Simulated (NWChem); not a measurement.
System: TiNH3O2; SMILES [NH]=[Ti]([OH])[OH]

The following NWChem deck was run.

```
start job
memory heap 200 mb stack 900 mb global 1100 mb
geometry units angstroms noautosym nocenter noautoz
  Ti    -0.019907     0.000135    -0.156414
  N     -1.665473     0.018725     0.076179
  H     -2.660939     0.029962     0.289737
  O      0.867612     1.564361     0.080893
  H      0.577225     2.451452     0.306286
  O      0.832016    -1.583773     0.080797
  H      0.521631    -2.464077     0.306140
end
basis spherical
  * library pcsseg-1
end
dft
  xc kt2
  iterations 150
end
property
  shielding 5 1 2 3 4 5
end
task dft property
```

NWChem printed, in part:

```
             Northwest Computational Chemistry Package (NWChem) 7.3.0
             --------------------------------------------------------

                             Geometry "geometry" -> ""
                             -------------------------

 Output coordinates in angstroms (scale by  1.889725989 to convert to a.u.)

  No.       Tag          Charge          X              Y              Z
 ---- ---------------- ---------- -------------- -------------- --------------
    1 Ti                  22.0000    -0.01990700     0.00013500    -0.15641400
    2 N                    7.0000    -1.66547300     0.01872500     0.07617900
    3 H                    1.0000    -2.66093900     0.02996200     0.28973700
    4 O                    8.0000     0.86761200     1.56436100     0.08089300
    5 H                    1.0000     0.57722500     2.45145200     0.30628600
    6 O                    8.0000     0.83201600    -1.58377300     0.08079700
    7 H                    1.0000     0.52163100    -2.46407700     0.30614000

 Effective nuclear repulsion energy (a.u.)     215.2144145934

                              NWChem Property Module
                              ----------------------

  itol2e modified to match energy
  convergence criterion.

                                 NWChem DFT Module
                                 -----------------

 Summary of "ao basis" -> "ao basis" (spherical)
 ------------------------------------------------------------------------------
       Tag                 Description            Shells   Functions and Types
 ---------------- ------------------------------  ------  ---------------------
 Ti                         pcsseg-1                15       45   5s6p3d1f
 N                          pcsseg-1                 7       17   3s3p1d
 H                          pcsseg-1                 3        5   2s1p
 O                          pcsseg-1                 7       17   3s3p1d

  itol2e modified to match energy
  convergence criterion.

[...]

          -----------------------------------------
          Chemical Shielding Tensors (GIAO, in ppm)
          -----------------------------------------

                                NWChem CPHF Module
                                ------------------

  scftype          =     RHF
  nclosed          =       24
  nopen            =        0
  variables        =     2088
  # of vectors     =        3
  tolerance        = 0.10D-03
  level shift      = 0.00D+00
  max iterations   =       50
  max subspace     =       30

 SCF residual:    5.8323874166592142E-004

Iterative solution of linear equations
  No. of variables     2088
  No. of equations        3
  Maximum subspace       30
        Iterations       50
       Convergence  1.0D-04

   iter   nsub   residual    time
   ----  ------  --------  ---------
     1      3    9.57D-04      94.9
     2      6    1.98D-07     101.3

      Atom:    1  Ti
        Diamagnetic
   1618.1845     -0.0125     -0.6027
     -0.0125   1617.0686      0.0073
     -0.6027      0.0073   1601.9631

        Paramagnetic
  -1494.3317    -10.5140    -56.3009
    -10.5140  -2424.7552      0.6314
    -56.3009      0.6314  -2270.8311

        Total Shielding Tensor
    123.8527    -10.5265    -56.9036
    -10.5265   -807.6866      0.6387
    -56.9036      0.6387   -668.8680

           isotropic =    -450.9006
          anisotropy =    -535.3573

          Principal Components and Axis System
                 1           2           3
             -807.8055   -672.9318    128.0354

      1         0.0113      0.0712      0.9974
      2         0.9999     -0.0008     -0.0113
      3         0.0000      0.9975     -0.0712

      Atom:    2  N
        Diamagnetic
    350.8807     -0.4343     -6.7559
     -0.4343    312.4333      0.0763
     -6.7559      0.0763    314.4077

        Paramagnetic
   -142.6887     -6.1630    -23.0651
     -6.1630   -687.8798      0.2550
    -23.0651      0.2550   -488.1976

        Total Shielding Tensor
    208.1920     -6.5972    -29.8209
     -6.5972   -375.4465      0.3313
    -29.8209      0.3313   -173.7899

           isotropic =    -113.6815
          anisotropy =    -392.7594

          Principal Components and Axis System
                 1           2           3
             -375.5211    210.5805   -176.1038

      1         0.0113      0.9969      0.0774
      2         0.9999     -0.0113     -0.0009
      3         0.0000     -0.0774      0.9970

      Atom:    3  H
        Diamagnetic
     45.5297     -0.2499     -4.3974
     -0.2499     23.4010      0.0496
     -4.3974      0.0496     24.4952

        Paramagnetic
    -10.9021      0.1393      4.1225
      0.1393      1.4567     -0.0464
      4.1225     -0.0464     -1.4173

        Total Shielding Tensor
     34.6276     -0.1105     -0.2749
     -0.1105     24.8577      0.0032
     -0.2749      0.0032     23.0779

           isotropic =      27.5211
          anisotropy =      10.6715

          Principal Components and Axis System
                 1           2           3
               34.6354     24.8564     23.0714

      1         0.9997      0.0113      0.0238
      2        -0.0113      0.9999     -0.0003
      3        -0.0238      0.0000      0.9997

      Atom:    4  O
        Diamagnetic
    385.4115      1.8401     -0.0105
      1.8401    414.5691      7.4807
     -0.0105      7.4807    382.1697

        Paramagnetic
   -500.2490    323.5979     81.8863
    323.5979   -474.4839    -75.5059
     81.8863    -75.5059   -219.3167

[...]
```

Level: KT2/pcSseg-1, GIAO. Coordinates come from a PBE0/def2-SVP optimisation. The printed shielding anisotropy is the first printed principal value minus the mean of the other two.
